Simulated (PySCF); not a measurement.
This PySCF input asks for the NMR shieldings of `[Si@@H]1(O)[Si@H](CC)[Si@H](C#N)[SiH2]1`, C3H11NOSi4; the geometry comes from GFN2-xTB.

```python
import basis_set_exchange as bse
import numpy as np
from pyscf import gto, dft
from pyscf.prop import nmr

atoms = """
C    -1.907963    1.051375   -0.762919
C    -2.032045    0.549557    0.670233
Si   -0.472446   -0.390516    1.248557
Si    1.587166    0.795683    1.062766
C     1.414866    2.397903    0.124332
N     1.274204    3.357471   -0.491097
Si    2.487602   -0.922755   -0.296243
Si    0.423403   -2.059066   -0.166281
O    -0.437800   -1.974642   -1.558939
H    -1.085133    1.757601   -0.858340
H    -2.820887    1.555708   -1.076465
H    -1.727863    0.222637   -1.443854
H    -2.226442    1.397119    1.331770
H    -2.902918   -0.106515    0.744085
H    -0.772025   -0.816339    2.634660
H     2.310142    1.294595    2.246285
H     3.013015   -0.531708   -1.612855
H     3.628613   -1.612549    0.324754
H     0.457549   -3.482366    0.216847
H    -0.216185   -2.472514   -2.340331
"""
names = dict.fromkeys(["C", "Si", "N", "O", "H"], "pcSseg-1")
basis = {el: gto.basis.parse(bse.get_basis(n, elements=[el], fmt="nwchem")) for el, n in names.items()}
mol = gto.M(atom=atoms, basis=basis, charge=0, verbose=0)
mf = dft.RKS(mol, xc="PBE0")
mf.grids.level = 2
mf.grids.alignment = dft.numint.BLKSIZE   # the property module wants whole blocks of grid points
mf.conv_tol = 1e-9
mf.kernel()

calc = nmr.RKS(mf)   # GIAO
C = mf.mo_coeff
Co = C[:, mf.mo_occ > 0]
resp = mf.gen_response(singlet=True, hermi=2)
def vind(x):   # induced exchange potential for any number of trial vectors
    d = np.einsum("pi,xij,qj->xpq", C, 2 * x.reshape(-1, C.shape[1], Co.shape[1]), Co, optimize=True)
    return np.einsum("xpq,pi,qj->xij", resp(d - d.transpose(0, 2, 1)), C, Co, optimize=True).ravel()
mo1, _ = nmr.rhf.solve_mo1(calc, with_cphf=vind)
sigma = calc.kernel(mo1)
for i, s in enumerate(sigma):   # ppm
    print("%2d %-2s %9.2f" % (i, mol.atom_pure_symbol(i), np.trace(s) / 3))
```

Q: What are the results?

A: 
```
 0 C     174.39
 1 C     174.68
 2 Si    385.36
 3 Si    439.79
 4 C      62.37
 5 N    -107.90
 6 Si    438.44
 7 Si    328.34
 8 O     331.98
 9 H      29.61
10 H      30.28
11 H      29.75
12 H      30.23
13 H      30.17
14 H      26.83
15 H      26.99
16 H      27.29
17 H      27.72
18 H      24.95
19 H      31.13
```

These numbers come from an equivalent density-fitted implementation of the same equations, which agrees with the script to about 0.01 ppm for H and up to a few tenths of a ppm for heavy atoms, so last digits may differ.

Q: Turn these shieldings into chemical shifts. Shifts are taken against calculated references (same method and geometry level): $^{13}$C (186.93 ppm) and $^{29}$Si (349.16 ppm) and $^{1}$H (31.72 ppm) against TMS; $^{15}$N (267.73 ppm) vs NH3; $^{17}$O (336.08 ppm) against H2O.

A: Averaging equivalent atoms: C 4: 124.6; C 0: 12.5; C 1: 12.2; Si 7: 20.8; Si 2: -36.2; Si 6: -89.3; Si 3: -90.6; N 5: 375.6; O 8: 4.1; H 18: 6.76; H 14: 4.89; H 15: 4.72; H 16: 4.43; H 17: 4.00; H 9/10/11: 1.84; H 13: 1.55; H 12: 1.49; H 19: 0.59 ppm. Experimental scales use liquid or dissolved standards, which lie at an offset from isolated NH3 (liquid NH3: subtract about 20 ppm) and H2O (liquid H2O: subtract about 36 ppm). Unscaled 15N shifts of sp2 nitrogen come out 20 to 40 ppm too high even then.

Size and cost of the density-fitted run: 236 basis functions, 66 s wall time on 1 thread of an Arm Neoverse V2, shared host; peak memory 1.1 GiB.
